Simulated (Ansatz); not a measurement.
`C[Se][SiH2]Cl` → `[CH2]` (triplet) + `Cl[SiH2][SeH]` at 700 K and 1 bar (formal loss of a carbene).

Program: Ansatz. Geometries: PBE0-D4/def2-TZVP. ΔE: electronic, gas phase. CBS: MP2 limit from def2 TZ/QZ plus the TZ coupled-cluster correction, frozen cores. This one scheme is used for every species. Triplets are unrestricted, without spin–orbit coupling. For Se outer-core shells are correlated without core-valence functions, which leaves a few kJ/mol of doubt a bond. Scalar relativity is left out up to krypton. Each species was taken in one conformer, which may not be the lowest.

```json
{"species": "`C[Se][SiH2]Cl`", "CCSD(T)/CBS energy (Eh)": "-3190.69652", "H − E (kJ/mol)": "221.1", "S (J/(mol·K))": "463.7"}
{"species": "`[CH2]` (triplet)", "CCSD(T)/CBS energy (Eh)": "-39.09499", "H − E (kJ/mol)": "70.4", "S (J/(mol·K))": "226.8"}
{"species": "`Cl[SiH2][SeH]`", "CCSD(T)/CBS energy (Eh)": "-3151.43476", "H − E (kJ/mol)": "124.3", "S (J/(mol·K))": "403.7"}
```

H − E and S are ideal-gas, rigid-rotor, harmonic terms from PBE0-D4/def2-TZVP, for one conformer and one mirror image of each species, with the whole ground term of open shells counted as degenerate. 1 Eh = 2625.50 kJ/mol, R = 8.31446 J/(mol·K).

Problem. By hand: ΔE, ΔH, ΔS and ΔG.

Solution. ΔE = (-39.09499) + (-3151.43476) − (-3190.69652) = 0.16677 Eh = 437.9 kJ/mol. Δ(H − E) = 70.4 + 124.3 − 221.1 = -26.4, so ΔH = 411.5 kJ/mol. ΔS = 226.8 + 403.7 − 463.7 = 166.8 J/(mol·K). ΔG = 411.5 − 700 × (166.8)/1000 = 294.7 kJ/mol.

Problem. By hand: the equilibrium constant, and the temperature at which ΔG would vanish if ΔH and ΔS stayed fixed.

Solution. log₁₀ K = −ΔG/(RT ln 10) = -22.0. ΔG = 0 at ΔH/ΔS = 2467 K.

The number of gas molecules changes by +1, which sets the sign of ΔS. A doubt of 5 kJ/mol in ΔE shifts log₁₀ K by 0.4 here. Other conformers and mirror images would add mixing entropy, several J/(mol·K) or more a flexible species. Modes under 60 cm⁻¹, often nearly free rotors, make the harmonic entropy too high. A triplet takes part, so the spin changes. These are equilibria of isolated gas molecules and say nothing of rates. Largest T1 diagnostic: 0.011 (customary marks: 0.02 for closed shells, 0.045 for open ones).
